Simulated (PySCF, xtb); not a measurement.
Ge(Cl)2(Me)(OH) (CH₄Cl₂GeO), SMILES [Cl][Ge]([CH3])([Cl])[OH]. One conformer was computed; it need not be the lowest.

Harmonic wavenumbers (cm⁻¹) from GFN2-xTB (xtb) at its own minimum, in rising order: 57, 120, 121, 147, 187, 194, 223, 334, 356, 534, 563, 744, 781, 813, 1290, 1426, 1427, 3030, 3039, 3042, 3627.

What does PBE-D3(BJ)/def2-SVP (PySCF 2.14.0) give at its own minimum? (Estimate from the structure and the level; the computed values follow.)

55, 127, 135, 168, 183, 208, 264, 392, 417, 609, 701, 784, 784, 902, 1204, 1372, 1374, 3000, 3117, 3123, 3723. Paired by order, the mean absolute difference is 50 cm⁻¹ and the zero-point energies are 31.5 and 32.4 kcal/mol.
